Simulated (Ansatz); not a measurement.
Consider the redistribution: `[GeH3][O][GeH3]` + `N[SiH2]C(=O)O` → `O=[C](O)[GeH3]` + `N[SiH2][O][GeH3]`.

Calculated with Ansatz (gas phase, PBE0-D4/def2-TZVP geometries, no zero-point term in ΔE). CCSD(T)/CBS is the MP2 limit (def2-TZVPP, def2-QZVPP) plus CCSD(T) − MP2 in def2-TZVPP, frozen cores. DFT in def2-TZVPP. B3LYP here is the variant with VWN-RPA as its local correlation; programs differ in this. For Ge outer-core shells are correlated without core-valence functions, which leaves a few kJ/mol of doubt a bond. Scalar relativity is left out up to krypton. One conformer a species, not always the lowest.

```json
{"level": "B3LYP-D4", "ΔE (eV)": "-0.81"}
{"level": "SCS-MP2/def2-QZVPP", "ΔE (eV)": "-0.80"}
```

**Question.** What does CCSD(T)/CBS give? (Estimate.)

**Answer.** Ansatz gave: -0.82 eV. The listed levels differ from it by 0.01, 0.02 eV.

Largest T1 diagnostic among the species: 0.015.
